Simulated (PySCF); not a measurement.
Solvent effects on NMR parameters

Mapped SMILES: `[CH3:1][C:2]#[C:3][CH2:4][n+:5]1[cH:6][s:7][c:8]([F:9])[cH:10]1`. Hydrogens are named by the atom that carries them.

GIAO PBE0/pcSseg-1 in PySCF 2.14 on one PBE0-D3(BJ)/def2-SVP conformer, non-relativistic, equivalent nuclei averaged. Solvents enter as an IEF-PCM continuum (cyclohexane with ε = 2.0, water with ε = 78.4) around the gas-phase geometry. Shifts are referred to TMS, CS2, CFCl3 computed in the same medium.

In cyclohexane, δ in ppm: C8 176.6, C6 153.8, C10 125.4, C2 103.9, C3 71.3, C4 51.6, C1 4.7, S7 255.1, F9 -114.0, H(C6) 8.53, H(C10) 8.15, H(C4) 5.11, H(C1) 2.23. Dipole moment 2.86 D.

Question: How does each δ change in the more polar medium?

Answer: 
| atoms | environment | Δδ, water |
| --- | --- | --- |
| C8 | aromatic carbon bearing fluorine | -0.3 |
| C6 | aromatic CH between two ring heteroatoms | +4.2 |
| C10 | aromatic CH next to a ring nitrogen | +0.9 |
| C2 | alkyne carbon | -4.6 |
| C3 | alkyne carbon | +4.0 |
| C4 | propargylic sp3 CH2 bonded to N | -0.3 |
| C1 | propargylic methyl carbon | 0.0 |
| S7 | aromatic ring sulfur | -3.3 |
| F9 | aryl fluorine | -8.1 |
| H(C6) | hydrogen on an aromatic CH between two ring heteroatoms | +0.30 |
| H(C10) | hydrogen on an aromatic CH next to a ring nitrogen | +0.07 |
| H(C4) | hydrogen on a propargylic sp3 CH2 bonded to N | +0.12 |
| H(C1) | hydrogen on a propargylic methyl carbon | -0.07 |

Changes are relative to cyclohexane. The dipole moment becomes 3.60 D in water.

Question: Which of the listed nuclei move most (in ppm), and what does the model miss? (N and O are left out, as their reference compounds move with the solvent too.)

Answer: F9 (aryl fluorine, -8.1 ppm) in water. A continuum only polarises the solute; specific hydrogen bonds, the anisotropy of aromatic solvents and changes of geometry or conformer are outside it, as are counter-ions.
